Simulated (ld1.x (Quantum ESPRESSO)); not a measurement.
# Cd (Z = 48), TM: configuration errors across variants

```
Element                 : cadmium (Cd)
Generator               : ld1.x (Quantum ESPRESSO) 7.5
Type                    : norm-conserving Troullier–Martins (Kleinman–Bylander form)
Functional              : PBE
Relativity              : non-relativistic
Frozen core             : [Ar] 3d10
Valence charge          : 20
Reference configuration : 4s2 4p6 4d9 5s0 5p0 (charge +3)
Partial waves           : 4s (bound): rc 1.15 bohr; 4d (bound): rc 1.15 bohr; 4p (bound): rc 0.90 bohr
Local potential         : the p channel
Core correction         : none
```

All-electron excitation energies from the reference (eV): (1) 4s2 4p6 4d10 5s2 5p0 -63.496; (2) 4s2 4p6 4d10 5s1 5p0 -54.765; (3) 4s2 4p6 4d10 5s0 5p0 -38.498; (4) 4s2 4p6 4d8 5s0 5p0 54.690; (5) 4s2 4p6 4d10 5s1.5 5p0 -60.016; (6) 4s2 4p6 4d9 5s2 5p0 -44.559; (7) 4s2 4p5 4d10 5s2 5p0 8.935.

A true bound ghost makes a file unfit for plane-wave use even where its test errors are small: the radial tests pick states by their node count and pass the ghost by.

Errors AE − PS in meV (a dash: test not solved or not reliable):

```tsv
change	(1)	(2)	(3)	(4)	(5)	(6)	(7)	bound ghosts
base	+312	+204	+3.6	+6.9	+269	+506	+542	none
all radii scaled by about 0.76 (s 0.88, p 0.68, d 0.88 bohr)	+583	+382	+7.2	+13	+502	+945	+1038	s
all radii scaled by about 0.83 (s 0.96, p 0.74, d 0.96 bohr)	+282	+185	+5.4	+9.6	+243	+451	+488	none
all radii scaled by about 1.04 (s 1.20, p 0.94, d 1.20 bohr)	+407	+265	+3.6	+7.0	+350	+662	+710	none
all radii scaled by about 1.13 (s 1.30, p 1.02, d 1.30 bohr)	+639	+416	+4.0	+7.7	+549	+1043	+1118	none
all radii scaled by about 1.22 (s 1.40, p 1.10, d 1.40 bohr)	+1025	+666	+4.8	+9.4	+880	+1670	+1790	none
all radii scaled by about 1.28 (s 1.46, p 1.16, d 1.46 bohr)	+1390	+903	+5.8	+11	+1192	+2254	+2418	none
all radii scaled by about 1.39 (s 1.60, p 1.26, d 1.60 bohr)	+2335	+1515	+8.3	+16	+2002	+3737	+4012	none
```

(1) Give the same row for: all radii scaled by about 0.92 (s 1.06, p 0.82, d 1.06 bohr).

## Answers

(1) +256, +167, +4.2, +7.6, +220, +411, +439; bound ghosts: none.
